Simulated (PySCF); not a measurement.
**Electronic absorption of C7H10OSi**

Species: C7H10OSi.
Structure used (PBE0-D3(BJ)/def2-SVP), in Å, numbered top down from 1:
```xyz
19
C7H10OSi angstrom
C     -3.2816    0.6771   -0.0096
C     -1.8070    0.4324   -0.1522
C     -1.2855   -0.8676   -0.1664
C      0.0804   -1.1035   -0.2668
C      0.9716   -0.0310   -0.3580
O      2.2927   -0.3112   -0.4578
Si     3.5808    0.7534   -0.5866
C      0.4713    1.2740   -0.3493
C     -0.9008    1.4926   -0.2482
H     -3.8701   -0.1529   -0.4274
H     -3.5688    0.7794    1.0506
H     -3.5887    1.6016   -0.5202
H     -1.9680   -1.7198   -0.0996
H      0.4824   -2.1184   -0.2810
H      4.7885   -0.1077   -0.6683
H      3.6519    1.6471    0.6083
H      3.4522    1.5950   -1.8142
H      1.1516    2.1271   -0.4261
H     -1.2736    2.5210   -0.2467
```

Method used: PySCF 2.14.0, density-fitted response routines, TDDFT wB97X-D/def2-SVPD, vertical, gas phase, core orbitals frozen in the response.

What does the calculation give for the low-lying excited states?

```json
{"state": "S1", "E (eV)": "5.09", "ν̃ (cm⁻¹)": "41080", "f": "0.027", "|μ| (D)": "1.18", "main configurations (H = HOMO, L = LUMO)": "H→L (80%), H-1→L+1 (18%)"}
{"state": "S2", "E (eV)": "5.87", "ν̃ (cm⁻¹)": "47370", "f": "0.133", "|μ| (D)": "2.45", "main configurations (H = HOMO, L = LUMO)": "H→L+1 (76%), H-1→L (22%)"}
{"state": "S3", "E (eV)": "6.36", "ν̃ (cm⁻¹)": "51310", "f": "0.0013", "|μ| (D)": "0.23", "main configurations (H = HOMO, L = LUMO)": "H→L+2 (71%), H→L+3 (18%)"}
{"state": "S4", "E (eV)": "6.79", "ν̃ (cm⁻¹)": "54760", "f": "0.0022", "|μ| (D)": "0.29", "main configurations (H = HOMO, L = LUMO)": "H→L+3 (44%), H→L+4 (31%), H→L+2 (12%)"}
{"state": "S5", "E (eV)": "6.86", "ν̃ (cm⁻¹)": "55290", "f": "0.848", "|μ| (D)": "5.71", "main configurations (H = HOMO, L = LUMO)": "H-1→L (75%), H→L+1 (21%)"}
{"state": "S6", "E (eV)": "6.95", "ν̃ (cm⁻¹)": "56040", "f": "0.372", "|μ| (D)": "3.76", "main configurations (H = HOMO, L = LUMO)": "H-1→L+1 (78%), H→L (17%)"}
{"state": "S7", "E (eV)": "7.21", "ν̃ (cm⁻¹)": "58140", "f": "0.0026", "|μ| (D)": "0.31", "main configurations (H = HOMO, L = LUMO)": "H→L+5 (83%)"}
{"state": "S8", "E (eV)": "7.35", "ν̃ (cm⁻¹)": "59250", "f": "0.014", "|μ| (D)": "0.71", "main configurations (H = HOMO, L = LUMO)": "H→L+4 (57%), H→L+3 (25%)"}
{"state": "S9", "E (eV)": "7.52", "ν̃ (cm⁻¹)": "60660", "f": "0.0001", "|μ| (D)": "0.07", "main configurations (H = HOMO, L = LUMO)": "H-1→L+3 (49%), H-1→L+4 (19%), H-1→L+2 (10%)"}
{"state": "S10", "E (eV)": "7.61", "ν̃ (cm⁻¹)": "61370", "f": "0.0040", "|μ| (D)": "0.37", "main configurations (H = HOMO, L = LUMO)": "H-2→L (76%), H-4→L (19%)"}
```

Triplets (Tamm–Dancoff): T1 4.06 eV, H→L+1 (63%), H-1→L (26%); T2 4.25 eV, H→L (91%); T3 4.74 eV, H-1→L (70%), H→L+1 (28%); T4 5.56 eV, H-1→L+1 (95%).

The lowest singlet lies at 5.09 eV (243 nm, ultraviolet) and is weak; its leading configuration is HOMO→LUMO (80%). The most intense listed level is S5 at 6.86 eV (181 nm, f = 0.848), 1.76 eV above S1. Löwdin shares by element: HOMO carbon 46% or more, oxygen 16% (atoms not listed hold the other 38%); LUMO carbon 71% or more (atoms not listed hold the other 29%). Weighted by f, the mean energy of these states is 6.76 eV. Orbital energies (eV): HOMO-3 -11.12, HOMO-2 -10.93, HOMO-1 -9.13, HOMO -8.15, LUMO 1.39, LUMO+1 1.77, LUMO+2 1.95. Of the 10 states listed, 5 reach f = 0.01 and 1 stays under 0.0005. All these states lie below the vertical ionisation energy of 8.18 eV (ΔSCF). Only the lowest 10 singlets were computed, as vertical energies without vibronic structure.

One conformer stands for the species.
